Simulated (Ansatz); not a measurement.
# Worked example: CH2Cl2 + C2Cl3F3 → CH2ClF + C2Cl4F2

Species: CH2Cl2 (dichloromethane) `ClCCl`, singlet; C2Cl3F3 `FC(F)(F)C(Cl)(Cl)Cl`, singlet; CH2ClF (chlorofluoromethane) `FCCl`, singlet; C2Cl4F2 (1,1,1,2-tetrachloro-2,2-difluoroethane) `FC(F)(Cl)C(Cl)(Cl)Cl`, singlet. The partners trade Cl for F; both sit on C, so the bond types are kept.

Shapes, held fixed at every level: PBE0-D4/def2-TZVP. Programs: Ansatz 0.2.0. The zero-point and thermal change to 298 K, harmonic and unscaled (PBE0-D4/def2-TZVP), is -0.4 kJ/mol.

At CCSD(T)/CBS estimate; 1 Eh = 2625.50 kJ/mol:

```
species   energy (Eh)
 CH2Cl2   -958.802562
C2Cl3F3  -1754.795842
 CH2ClF   -598.811393
C2Cl4F2  -2114.771168
```

Task: Work out ΔH(298 K) of the reaction at this level.

Result: 
1. Products less reactants: (-598.811393) + (-2114.771168) − [(-958.802562) + (-1754.795842)] = 0.015843 Eh = +41.6 kJ/mol.
2. With the thermal change: +41.6 + (-0.4) = +41.2 kJ/mol.

Other levels give +35.3 (PBE-D4/def2-TZVPP) to +58.4 kJ/mol (HF/def2-TZVPP). No measured value is set beside it here. The CBS estimate extrapolates MP2 from def2-TZVPP and def2-QZVPP and adds CCSD(T) − MP2 in the triple-zeta set, cores frozen.
